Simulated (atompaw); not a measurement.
**promethium (Pm): PAW (atompaw) pseudisation with PBE, scalar-relativistic reference atom.**

promethium (Pm), PAW, made with atompaw 4.2.0.5 (PBE, scalar-relativistic). Core [Kr] 4d10, reference 4f4 5s2 5p6 5d1 6s2 6p0. Waves: 5s (bound): rc 2.40 bohr; 6s (bound): rc 3.00 bohr; 5p (bound): rc 2.25 bohr; 6p (bound, empty): rc 3.00 bohr; 5d (bound): rc 3.00 bohr; 5d channel at 0.3 Ry: rc 3.00 bohr; 4f (bound): rc 1.60 bohr; 4f channel at 1.5 Ry: rc 1.60 bohr. Local part: bessel scheme, radius 2.85 bohr. Core correction: smooth core density matched at 2.15 bohr. Augmentation charge: sinc compensation charge, radius 2.80 bohr; PAW radius 3.00 bohr; waves and projectors: custom polynom2 7 10 vanderbiltortho.

Results:

* Cutoffs needed: 230 Ry and over 300 Ry (the cutoffs (Ry, on a coarse ladder) from which the occupation-weighted sum of valence levels, in a spherical-Bessel basis at the reference potential, stays within 10 and 1 mRy of its value at 400 Ry)
* Ghost test: no extra level below or beside the all-electron valence levels (s, p, d, f tested) (spherical-Bessel basis up to 400 Ry, 20 bohr box)
* Lowest eigenvalue of the overlap operator: 0.48 (p channel)
* Overlap eigenvalues printed by atompaw (projector basis): 0.128, 0.591, 0.787, 2.41, 120, 436, 525, 3.63e+03
* Share of each valence orbital outside the PAW sphere: 5s 0 %, 6s 79 %, 5p 2 %, 6p 94 %, 5d 37 %, 4f 1 %

Generation and tests took about 10 s on one core of a shared server CPU.
